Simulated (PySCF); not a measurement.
# Steps of a relaxation of [Re2]−

[Re2]− (doublet). PySCF 2.14.0, UKS PBE, Re def2-SVP with ECP60; non-relativistic Hamiltonian with scalar-relativistic core potentials where named; density fitting; no spin-orbit coupling. Origin of the start: template. Columns: position (Å) and force (eV/Å). Energies are counted from the last step; some of the 6 steps are shown. Forces carry noise of the integration grid, about 0.01 to 0.03 eV/Å.

Run from Python with OMP_NUM_THREADS=2. Where DIIS fails, smearing, a level shift and second-order steps follow.
It took 14 s on 2 threads of AMD EPYC 9R45 96-Core Processor (Zen 5), on a shared host, from the converged density of the start.

```xyz
2
step 0  E = 1.026 eV
Re    0.0000    0.0000    1.2000     0.00    0.00   -4.75
Re    0.0000    0.0000   -1.2000     0.00    0.00    4.75
```

```xyz
2
step 2  E = 0.017 eV
Re    0.0000    0.0000    1.0508     0.00    0.00   -1.16
Re    0.0000    0.0000   -1.0508     0.00    0.00    1.16
```

```xyz
2
step 3  E = 0.001 eV
Re    0.0000    0.0000    1.0406     0.00    0.00   -0.33
Re    0.0000    0.0000   -1.0406     0.00    0.00    0.33
```

**Question.** Where does the relaxation end?

**Answer.** It converges at step 5 in D∞h:
```xyz
2
step 5  E = 0
Re    0.0000    0.0000    1.0369
Re    0.0000    0.0000   -1.0369
```

Open shells may have lower solutions than the one found.
